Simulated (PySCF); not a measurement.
These are PBE-D3(BJ)/def2-TZVP // PBE0-D4/def2-TZVP (PySCF) values and carry that method's errors. Gas-phase values, no solvent. 

Reference species (SMILES): `Br[B]Br` (neutral, multiplicity 2).

```yaml
dipole_moment: 0.55 D
```

Changed species: `F[B]F` (radical fragment; the reference has radical fragment).

Question: Give the shifts of the dipole moment.

Answer: the dipole moment drops by 0.41 D, to 0.14 D.
